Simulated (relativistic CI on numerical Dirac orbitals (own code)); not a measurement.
## Radial parameters of Ti6+

Method of calculation: Dirac-Coulomb-Breit CI, orbitals from a KLI potential per configuration, model QED (radiative potential, 1s self-energy scaled to tabulated hydrogen-like ionisation energies), unscaled Slater integrals (own radial code, finite nucleus).

Slater integrals F^k, G^k are unscaled and averaged over j, outside the closed core [Ne]; ζ comes from projecting the Hamiltonian with its Breit term on Σ l·s of the shell.

- 3s2 3p4: F^2(3p,3p) = 103770, ζ(3p) = 4202.5 cm⁻¹; <r>(3p) = 0.9698, <r^2>(3p) = 1.087 (bohr units).
- 3s 3p5: G^1(3s,3p) = 138230, ζ(3p) = 4196.2 cm⁻¹; <r>(3s) = 0.9384, <r^2>(3s) = 1.005, <r>(3p) = 0.9708, <r^2>(3p) = 1.09 (bohr units).
- 3s2 3p3 3d: F^2(3p,3p) = 103790, ζ(3p) = 4226.9, F^2(3p,3d) = 99299, G^1(3p,3d) = 120490, G^3(3p,3d) = 75560, ζ(3d) = 213.03 cm⁻¹; <r>(3p) = 0.9695, <r^2>(3p) = 1.086, <r>(3d) = 1, <r^2>(3d) = 1.185 (bohr units).

Averages of the first 10 configurations, taken without configuration mixing, which lowers the lowest level and can move excited configurations by several eV; other configurations of the list can lie among them:

```json
{"Configuration": "3s2 3p4", "Parity": "even", "States": "15", "Average energy above the lowest level (eV)": "5.3"}
{"Configuration": "3s 3p5", "Parity": "odd", "States": "12", "Average energy above the lowest level (eV)": "35.2"}
{"Configuration": "3s2 3p3 3d", "Parity": "odd", "States": "200", "Average energy above the lowest level (eV)": "44.5"}
{"Configuration": "3p6", "Parity": "even", "States": "1", "Average energy above the lowest level (eV)": "69.9"}
{"Configuration": "3s 3p4 3d", "Parity": "even", "States": "300", "Average energy above the lowest level (eV)": "72.3"}
{"Configuration": "3s2 3p3 4s", "Parity": "odd", "States": "40", "Average energy above the lowest level (eV)": "76.4"}
{"Configuration": "3p5 3d", "Parity": "odd", "States": "60", "Average energy above the lowest level (eV)": "104.9"}
{"Configuration": "3s 3p3 3d2", "Parity": "odd", "States": "1800", "Average energy above the lowest level (eV)": "110.8"}
{"Configuration": "3s2 3p3 4p", "Parity": "even", "States": "120", "Average energy above the lowest level (eV)": "84.9"}
{"Configuration": "3s2 3p3 4d", "Parity": "odd", "States": "200", "Average energy above the lowest level (eV)": "97.1"}
```
